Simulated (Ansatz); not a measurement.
CH7NSi2 can be A, `CN1[SiH2][SiH2]1`, or B, `C1N[SiH2][SiH2]1`.

Calculated with Ansatz (gas phase, PBE0-D4/def2-TZVP geometries, no zero-point term in ΔE). CCSD(T)/CBS adds triple-zeta CCSD(T) − MP2 to the extrapolated MP2 energy (def2 sets, frozen cores). Functionals use def2-TZVPP.

Q: Which is lower in electronic energy at CCSD(T)/CBS, and by how much? (Estimate.)

A: Ansatz gave: B, by 3.3 kcal/mol.

Q: Give E(B) − E(A) in kcal/mol with PBE-D4, PBE0-D4, CCSD/def2-TZVPP, r2SCAN-D4, LDA (SPW92), CCSD(T)/def2-TZVPP, HF/def2-TZVPP. (Estimate.)

A: The calculation gave: PBE-D4 -2.7, PBE0-D4 -3.7, CCSD/def2-TZVPP -3.2, r2SCAN-D4 -1.6, LDA (SPW92) -3.6, CCSD(T)/def2-TZVPP -2.9, HF/def2-TZVPP -3.1. None reverses the order clearly.

Q: Does the order hold for the free energy at 298.15 K (harmonic terms from PBE0-D4)? (Best estimate.)

A: Ansatz gave: Yes: G(B) − G(A) = -2.5 kcal/mol. Modes under 60 cm⁻¹, often nearly free rotors, make the harmonic entropy too high.

Largest T1 diagnostic: 0.013.

From BLYP to BHLYP (50 % exact exchange), in def2-TZVPP and without D4, E(B) − E(A) moves by −2.1 kcal/mol. Leaving LDA and LC-ωPBE aside and taking each functional with its dispersion term where it has one, the values, not all of them listed here, spread over 2.8 kcal/mol, from ωB97X-V to B97M-V. LDA lies −1.1 kcal/mol from PBE without D4.
